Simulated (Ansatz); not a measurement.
The cluster Al2F2, relaxed as a quintet with UKS r2SCAN-D4/def2-TZVP in Ansatz, starting from the r2SCAN-D4/def2-TZVP geometry of the neutral singlet. Force threshold 0.02 eV/Å.

The relaxation made no stability test and no search for a lower SCF solution. At r2SCAN-D4/def2-TZVP a singlet of charge 0 lies 3.94 eV below the quintet, each at its own geometry. The structure comes from a short search, and lower isomers may exist.

Start:

```csv
atom,x (Å),y (Å),z (Å)
Al1,0.361,-0.861,1.172
Al2,-0.357,0.862,-1.176
F3,1.044,0.072,2.368
F4,-1.047,-0.074,-2.365
```

```json
{"step": "1", "energy (eV)": "-18625.1715", "largest force component (eV/Å)": "0.257", "SCF passes": "16"}
{"step": "2", "energy (eV)": "-18625.2831", "largest force component (eV/Å)": "0.265", "SCF passes": "19"}
{"step": "3 (rejected)", "energy (eV)": "-18625.2728", "largest force component (eV/Å)": "0.792", "SCF passes": "20"}
{"step": "4", "energy (eV)": "-18625.3235", "largest force component (eV/Å)": "0.127", "SCF passes": "19"}
{"step": "5", "energy (eV)": "-18625.3314", "largest force component (eV/Å)": "0.168", "SCF passes": "20"}
{"step": "6", "energy (eV)": "-18625.3326", "largest force component (eV/Å)": "0.035", "SCF passes": "23"}
{"step": "7", "energy (eV)": "-18625.3326", "largest force component (eV/Å)": "0.010", "SCF passes": "23"}
{"step": "8", "energy (eV)": "-18625.3328", "largest force component (eV/Å)": "0.036", "SCF passes": "23"}
{"step": "9", "energy (eV)": "-18625.3334", "largest force component (eV/Å)": "0.078", "SCF passes": "22"}
{"step": "10", "energy (eV)": "-18625.3363", "largest force component (eV/Å)": "0.133", "SCF passes": "20"}
{"step": "11", "energy (eV)": "-18625.3387", "largest force component (eV/Å)": "0.192", "SCF passes": "22"}
{"step": "13", "energy (eV)": "-18625.4261", "largest force component (eV/Å)": "0.467", "SCF passes": "26"}
{"step": "15", "energy (eV)": "-18625.5711", "largest force component (eV/Å)": "0.168", "SCF passes": "26"}
{"step": "17", "energy (eV)": "-18625.5754", "largest force component (eV/Å)": "0.023", "SCF passes": "22"}
{"step": "19", "energy (eV)": "-18625.5756", "largest force component (eV/Å)": "0.012", "SCF passes": "20"}
{"step": "21", "energy (eV)": "-18625.5756", "largest force component (eV/Å)": "0.006", "SCF passes": "15"}
{"step": "23 (rejected)", "energy (eV)": "-18625.5662", "largest force component (eV/Å)": "0.683", "SCF passes": "25"}
{"step": "25", "energy (eV)": "-18625.5818", "largest force component (eV/Å)": "0.276", "SCF passes": "23"}
{"step": "27", "energy (eV)": "-18625.7080", "largest force component (eV/Å)": "0.799", "SCF passes": "24"}
{"step": "29", "energy (eV)": "-18625.8019", "largest force component (eV/Å)": "0.469", "SCF passes": "22"}
{"step": "31 (rejected)", "energy (eV)": "-18625.8111", "largest force component (eV/Å)": "0.276", "SCF passes": "23"}
{"step": "33", "energy (eV)": "-18625.8261", "largest force component (eV/Å)": "0.012", "SCF passes": "22"}
```

Force components are those of the run's own axes.

End:

```xyz
4

Al    0.6761   -0.6485    0.2968
Al   -0.2795    1.2764   -1.4517
F     0.3907   -0.2605    1.8783
F    -0.7873   -0.3673   -0.7234
```

Bonds formed: Al1–F4 (atoms count from 1).

The force fell under the threshold at step 7, but the optimiser went on and released 0.493 eV more. No frequencies were taken in this run, so the end may be a saddle point.

Hardware: 4 threads of Arm Neoverse V1 on a shared host. Wall time 55 s.
